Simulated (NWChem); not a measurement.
Molecule: GaH₃S; SMILES [SH][GaH2]

```xyz
5

Ga    -0.0151    -0.7883     0.0000
H      1.3724    -1.5017     0.0000
H     -1.4208    -1.4693     0.0000
S      0.0737     1.4134     0.0000
H     -1.2651     1.5947     0.0000
```
Atoms are numbered in this order, from 1.

Level: PBE0/def2-SVP (NWChem), optimised geometry, unscaled harmonic frequencies. 

| frequency (cm⁻¹) | IR intensity (km/mol) |
|---|---|
| 403 | 16.4 |
| 412 | 35.3 |
| 429 | 36.2 |
| 591 | 82.5 |
| 710 | 33.3 |
| 738 | 133.0 |
| 2004 | 101.2 |
| 2021 | 182.0 |
| 2721 | 0.3 |

```
Property                                                                            Value
-----------------------------------------------------------------------  ----------------
zero-point energy                                                           14.3 kcal/mol
thermal correction to the enthalpy at 298.15 K (with zero-point energy)     17.5 kcal/mol
heat capacity Cv                                                         12.9 cal/(mol K)
entropy at 298.15 K and 1 atm (symmetry number 1)                        66.3 cal/(mol K)
dipole moment                                                                      1.23 D
```

Rigid rotor and harmonic oscillator.
